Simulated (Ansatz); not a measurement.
Molecule: WH$_{5}$ (charge 0, doublet). SMILES: [WH5]
Structure (B3LYP-D3(BJ)/def2-TZVP (Ansatz, a first-principles code) minimum search):
```xyz
6

W      0.0172     0.0063     0.0035
H      0.7083     1.2936    -0.9053
H     -1.2802     0.7209     0.8246
H      0.9918    -0.6688     1.2505
H     -1.5306    -0.5626    -0.3108
H     -0.1612    -1.2507    -1.1173
```
Charge 0, spin multiplicity 2.

Property: size of the dipole moment, in D. Terms: 6-31G* and kin with 6d, 5d where marked; def2 sets with scalar-relativistic core potentials past Kr; LANL2DZ with its own core potentials from Na on; no spin-orbit coupling; UHF or UKS for open shells; no dispersion term unless named. Ab initio and DFT rows: single points at B3LYP-D3(BJ) geometries (Ansatz).

| level | program | size of the dipole moment (D) |
|---|---|---|
| PBE/LANL2DZ | Ansatz | 0.85 |
| PBE/def2-SVP | Ansatz | 0.88 |
| PBE/6-31G* with LANL2DZ past Ar | Ansatz | 0.87 |
| BLYP/6-31G* with LANL2DZ past Ar | Ansatz | 0.87 |
| B3LYP/def2-SVP | Ansatz | 0.89 |
| B3LYP/6-31G* with LANL2DZ past Ar | Ansatz | 0.88 |

No value to compare with is used here. The 6 habitual levels span 0.85 (PBE/LANL2DZ) to 0.89 D (B3LYP/def2-SVP).

The levels are drawn from those run, B3LYP/6-31G* more often than the rest, none by its result; left out are runs that failed, that the program found above a lower state of the same kind, or whose <S^2> lies over 0.5 above the pure value.
